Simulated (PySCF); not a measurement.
PbO: from constants to spectrum

RHF-CCSD(T) constants of PbO, ¹Σ⁺ (singlet), closed shell (Pb aug-cc-pVDZ-PP with ECP60, O aug-cc-pVDZ; scalar-relativistic core potentials (PySCF 2.14); masses 207.9766 and 15.9949 u):

| Item | Value |
| --- | --- |
| ωe | 706.2 cm⁻¹ |
| ωexe | 3.35 cm⁻¹ |
| Be | 0.29397 cm⁻¹ |
| αe | 0.00171 cm⁻¹ |
| D (centrifugal) | 2.04e-07 cm⁻¹ |
| De to Pb + O | 4.73 eV |

**Question.** Estimate the standard entropy (1 bar) and heat capacity of the ideal gas at 1000 K, rigid rotor with B0 and harmonic oscillator at the fundamental.

**Answer.** Translation (Sackur–Tetrode, M = 223.97 u): 201.5 J/(mol K). Rotation: q = kT/(σB0) = 2370 with σ = 1, 72.9. Vibration: x = hcν0/kT = 1.01, 8.60. S° = 283.0 J/(mol K); Cp = 7R/2 + 7.65 = 36.7 J/(mol K).

Measured values (Huber and Herzberg, Constants of Diatomic Molecules (1979)): ωe = 721.0 cm⁻¹, ωexe = 3.54 cm⁻¹, Be = 0.3073056 cm⁻¹, αe = 0.0019148 cm⁻¹.

Correlated steps freeze 5 core orbitals. Correlated levels converge slowly with the basis: in double zeta they bind strong bonds too weakly, by up to about 1 eV, and carry superposition errors of some tenths. Spin–orbit coupling is left out, which matters for elements this heavy, above all for dissociation energies. Where the molecule has an RHF reference, its open-shell atoms are computed with UHF. The CCSD T1 diagnostic is raised, a sign that a single reference may not be enough here.
